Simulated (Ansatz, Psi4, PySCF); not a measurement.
H9N3Si3, charge +1, doublet, geometry from GFN2-xTB (a state made from the parent by changing its charge; the spin is typed, not shown lowest). Base run: HF/STO-3G (PySCF).

Here is a job for PySCF.
```python
from pyscf import gto, scf

mol = gto.M(
    atom='''
Si    1.713852   -0.427557   -0.492838
N     0.475350   -1.548254   -0.017183
Si   -1.175647   -1.325423    0.473383
N    -1.513695    0.377624    0.435281
Si   -0.538205    1.752980    0.019455
N     1.038346    1.170630   -0.418097
H     2.062800   -0.705453   -1.887423
H     2.796093   -0.506702    0.490192
H     0.771271   -2.512096   -0.027880
H    -2.033168   -1.978210   -0.517770
H    -1.299875   -1.779460    1.859844
H    -2.456024    0.612708    0.706258
H    -0.396279    2.584287    1.216386
H    -1.129572    2.385537   -1.161229
H     1.684753    1.899389   -0.678378
''',
    basis='sto-3g',
    charge=1,
    spin=1,
    verbose=3,
)

mf = scf.UHF(mol)
mf.kernel()
```

The same geometry, method and basis name were run in Ansatz (a program for electronic structure) and Psi4 and PySCF, at each program's defaults and at the settings that a row names. The base is PySCF at its defaults. Differences at the defaults can come from grids, fitting, cores and function types together. The rows with settings made alike still differ; the cause (another SCF solution, basis table, core potential or functional code) wasn't traced.

```tsv
code and settings	ΔE vs base (mEh)	basis functions	E (Eh)	SCF cycles
PySCF, defaults (exact integrals, spherical functions)	0.000	51	-1023.17978	11
Psi4, defaults (density fitting with its default set, spherical functions)	-1.150	51	-1023.18093	9
Ansatz, defaults (factorised integrals, spherical functions)	-62.563	51	-1023.24235	-
PySCF, density fitting with def2-universal-jkfit	-1.150	51	-1023.18093	11
Psi4, exact integrals, spherical functions	0.000	51	-1023.17978	14
Ansatz, high accuracy	-62.593	51	-1023.24238	-
```

Open shells are given as the SCF converged; they aren't shown to be the lowest states, and a large step between rows can be another state.
